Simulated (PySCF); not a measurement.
Runs that did not reach their result, on `C=C[SiH]1CC1` (driver script around PySCF, density fitting, GFN2-xTB geometry as the base; each input is a line of settings and coordinates in Å).

Command:
```bash
OMP_NUM_THREADS=1 python probes_run.py task.json out
```
Input:
```
{"job": {"kind": "uv", "xc": "r2SCAN", "basis": "aug-cc-pVDZ", "nstates": 25, "ntriplets": 0, "tda": true, "scf": {"max_cycle": 93}}, "charge": -2, "multiplicity": 1}
C      1.845974     0.334002     1.139325
C      1.646203    -0.407923     0.059250
Si     0.007900    -0.607871    -0.819231
C     -1.592652    -0.416624     0.159856
C     -1.265320     0.781671    -0.739872
H      2.811373     0.417720     1.614685
H      1.047062     0.892719     1.598787
H      2.486534    -0.948028    -0.359554
H      0.010416    -1.482672    -1.982217
H     -1.558391    -0.230907     1.223994
H     -2.470075    -0.984401    -0.114029
H     -1.939965     0.946157    -1.567709
H     -1.033447     1.706642    -0.231012
```

Output:
```
NotImplementedError: meta-GGA kernel
```

Cost: about 2.3 min of CPU time on one thread; the machine was shared, so the figure is rough.

Question: What went wrong, and what mends it?

Answer: r2SCAN is a meta-GGA, and the driver's response routines have no response kernel for that class; the run stopped after the SCF. The charge was set to -2 in place of 0. Use a GGA or a hybrid of one here, or a program that has the terms. This is a limit of the driver, not of the theory.

Input:
```
{"job": {"kind": "nmr", "xc": "r2SCAN", "basis": "def2-SVP", "pop": false, "scf": {"max_cycle": 50}}, "charge": 0, "multiplicity": 2}
(coordinates as above)
```

Output:
```
RuntimeError: Electron number 46 and spin 1 are not consistent
Note mol.spin = 2S = Nalpha - Nbeta, not 2S+1
```

Question: Diagnose the run.

Answer: 46 electrons can't have multiplicity 2: an even count needs an odd multiplicity, an odd count an even one. Mend the charge or the multiplicity. r2SCAN is a meta-GGA, for which the driver's response step would refuse in any case. The run gave no result.

The values belong to the conformer `[CH2:1]=[CH:2][SiH:3]1[CH2:4][CH2:5]1`: C1–C2–Si3–C4 -26°.
